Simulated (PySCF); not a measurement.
# YCl₂⁺, singlet: data card

Computed with PBE0 in PySCF with Y def2-TZVP with ECP28, Cl def2-TZVP; scalar-relativistic core potentials, no spin–orbit coupling; density-fitted integrals.

The structure is a minimum.

| Item | Value |
| --- | --- |
| Point group | C2v |
| Bond lengths | Y–Cl 2.339 Å (×2) |
| Bond angles | Cl–Y–Cl 112.0° |
| Rotational constants | 0.2519, 0.06408, 0.05108 cm⁻¹ |
| Zero-point energy | 5.7 kJ/mol |
| Enthalpy at 298.15 K above 0 K | 13.36 kJ/mol |
| Heat capacity Cp at 298.15 K | 53.2 J/(mol K) |
| Rotational symmetry number | 2 |
| Lowest empty level | -8.00 eV |
| Principal polarisabilities | 32.6, 42.6, 73.5 bohr³ |
| Highest occupied level | -13.87 eV |
| Entropy at 298.15 K and 1 bar | 301.9 J/(mol K) |
| Dipole moment about the centre of mass | 6.92 D |
| Principal quadrupole moments (Buckingham, traceless) about the centre of mass | -9.46, 1.95, 7.51 D Å |

Harmonic modes (masses in u: Y 88.906, Cl 34.969):
```
symmetry  ω (cm⁻¹)  IR (km/mol)  μ (u)
      a1        92          8.3  40.39
      a1       424         30.8  40.33
      b2       438          146  44.43
```

In C2v the vibrations span 2a1 + b2. Here b1 is antisymmetric to the molecular plane and b2 lies in it.

Charges (e):
```tsv
atom	Mulliken	Löwdin	polar tensor	Mayer order to Y1
Y1	1.48	0.54	2.12	–
Cl2,3	-0.24	0.23	-0.56	1.31
```

Mulliken populations on Y1 (electrons outside its core potential): s 2.17, p 6.14, d 1.12, f 0.09.

Formally Y is in oxidation state +3, d0. A d0 centre has no lone pair, yet it is C2v rather than linear: covalent bonding through the d orbitals favours lower symmetry. The polar-tensor charge on Y, 2.12, is below the formal one.

Other isomers or separated fragments may lie lower.

The final relaxation and frequency run took about 2.5 core-minutes on a shared host.
